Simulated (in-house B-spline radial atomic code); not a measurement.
Configurations of Kr⁴⁺, with energies counted from [Ar] 3d10 4s2 4p2. All numbers are computed (non-relativistic LC-wPBE, spin-polarised, spherical fractional occupations, exact exchange averaged over the configuration; point nucleus) with a B-spline radial code for spherical atoms, not measured. Shells without spins written out take the highest spin.

Occupations are held fixed; configurations that lie above the ionisation limit could autoionise.

```tsv
configuration	E - E(ref) (eV)	highest orbital	its <r> (bohr)
[Ar] 3d10 4s2 4p1 5s1	29.714	5s up	3.037
[Ar] 3d10 4s1 4p2 5d1	54.509	5d up	4.164
[Ar] 3d10 4s1 4p2 5f1	61.5	5f up	5.528
[Ne] 3s2 3p5 3d10 4s2 4p2 5f1	249.72	5f up	5.429
```

Order these further configurations by energy, lowest first.
A. [Ar] 3d10 4s1 4p3
B. [Ne] 3s2 3p5 3d10 4s2 4p3
C. [Ar] 3d9 4s2 4p2 5f1
D. [Ar] 3d10 4s1 4p2 4f1
E. [Ne] 3s2 3p5 3d10 4s2 4p2 5s1

A (10.905 eV), D (53.089 eV), C (139.54 eV), B (196.9 eV), E (229.62 eV).
